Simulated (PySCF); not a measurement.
Point-charge models of `CC(=O)NC1=CC1` against its computed dipole.

Coordinates (GFN2-xTB, Å) and charges (e) from the PBE0/pcSseg-1 density (PySCF):

```json
{"atom": "C1", "x": "2.545", "y": "-0.132", "z": "0.586", "Mulliken": "-0.2801", "IAO": "-0.4861", "Hirshfeld": "-0.1223", "ESP-fitted": "-0.5971"}
{"atom": "C2", "x": "1.201", "y": "0.552", "z": "0.477", "Mulliken": "+0.3653", "IAO": "+0.4492", "Hirshfeld": "+0.1870", "ESP-fitted": "+0.7777"}
{"atom": "O3", "x": "1.031", "y": "1.744", "z": "0.529", "Mulliken": "-0.3877", "IAO": "-0.4553", "Hirshfeld": "-0.2661", "ESP-fitted": "-0.5432"}
{"atom": "N4", "x": "0.168", "y": "-0.342", "z": "0.308", "Mulliken": "-0.4911", "IAO": "-0.3126", "Hirshfeld": "-0.0856", "ESP-fitted": "-0.5429"}
{"atom": "C5", "x": "-1.135", "y": "0.028", "z": "0.179", "Mulliken": "+0.1463", "IAO": "+0.0975", "Hirshfeld": "+0.0367", "ESP-fitted": "+0.2027"}
{"atom": "C6", "x": "-2.084", "y": "0.917", "z": "0.123", "Mulliken": "-0.1297", "IAO": "-0.2093", "Hirshfeld": "-0.0768", "ESP-fitted": "-0.2760"}
{"atom": "C7", "x": "-2.505", "y": "-0.527", "z": "-0.017", "Mulliken": "-0.1646", "IAO": "-0.2788", "Hirshfeld": "-0.1035", "ESP-fitted": "-0.2016"}
{"atom": "H8", "x": "2.748", "y": "-0.708", "z": "-0.315", "Mulliken": "+0.1382", "IAO": "+0.1607", "Hirshfeld": "+0.0535", "ESP-fitted": "+0.1567"}
{"atom": "H9", "x": "3.319", "y": "0.619", "z": "0.712", "Mulliken": "+0.1500", "IAO": "+0.1769", "Hirshfeld": "+0.0583", "ESP-fitted": "+0.1755"}
{"atom": "H10", "x": "2.557", "y": "-0.804", "z": "1.443", "Mulliken": "+0.1388", "IAO": "+0.1610", "Hirshfeld": "+0.0536", "ESP-fitted": "+0.1574"}
{"atom": "H11", "x": "0.372", "y": "-1.331", "z": "0.272", "Mulliken": "+0.2084", "IAO": "+0.2857", "Hirshfeld": "+0.1461", "ESP-fitted": "+0.3408"}
{"atom": "H12", "x": "-2.413", "y": "1.923", "z": "0.145", "Mulliken": "+0.0744", "IAO": "+0.1785", "Hirshfeld": "+0.0718", "ESP-fitted": "+0.2004"}
{"atom": "H13", "x": "-2.796", "y": "-0.914", "z": "-0.990", "Mulliken": "+0.1159", "IAO": "+0.1163", "Hirshfeld": "+0.0237", "ESP-fitted": "+0.0749"}
{"atom": "H14", "x": "-3.008", "y": "-1.025", "z": "0.807", "Mulliken": "+0.1160", "IAO": "+0.1164", "Hirshfeld": "+0.0236", "ESP-fitted": "+0.0746"}
```

Q: Form Σ q r in debye for every column and set it beside the full dipole.

A: The full density gives (1.15, -3.49, -0.08) D, 3.68 D in size; dipole vectors point from the negative to the positive end.

| scheme | μx | μy | μz | size (D) | share of the full size (%) | angle to the full dipole (°) |
| --- | --- | --- | --- | --- | --- | --- |
| Mulliken | 1.05 | -3.71 | -0.11 | 3.86 | 105 | 2 |
| IAO | 1.18 | -3.91 | -0.10 | 4.08 | 111 | 1 |
| Hirshfeld | 1.08 | -2.29 | -0.02 | 2.53 | 69 | 7 |
| ESP-fitted | 1.15 | -3.54 | -0.08 | 3.72 | 101 | 0 |

Q: Which set comes closest?

A: Length of the difference vector: ESP-fitted 0.04 D, Mulliken 0.24 D, IAO 0.41 D, Hirshfeld 1.21 D. Closest: ESP-fitted. ESP charges are fitted to the potential around the molecule, whose slowest-falling term is the dipole's. The schemes that divide the density aren't constrained to reproduce the dipole.

Q: What is left for the Hirshfeld atoms' own dipoles?

A: The shares of the density sum to the whole, so what Σ q r misses lies in dipoles about the nuclei. The atomic dipoles sum to (1.15, -3.49, -0.08) − (1.08, -2.29, -0.02) = (0.07, -1.20, -0.06) D, 1.21 D in size.

Q: With the origin at the mean of the coordinates, (0.000, 0.000, 0.304) Å, which are the largest single terms, by size, of the Hirshfeld dipole along the direction of the full one?

A: O3 +1.71, H11 +0.97, H12 -0.89, C6 +0.56, C1 -0.54 D; all 14 atoms together +2.51 D. The single terms depend on the origin, their sum doesn't.

Q: Give the size of the full dipole in other units.

A: 3.68 D = 1.447 au = 0.766 e·Å = 12.27 × 10⁻³⁰ C·m.

One conformer (not necessarily the lowest) at the GFN2-xTB geometry, without solvent, vibrations or thermal averaging.

The values belong to the conformer `[CH3:1][C:2](=[O:3])[NH:4][C:5]1=[CH:6][CH2:7]1`: C1–C2–N4–C5 180°, C2–N4–C5–C6 0°.
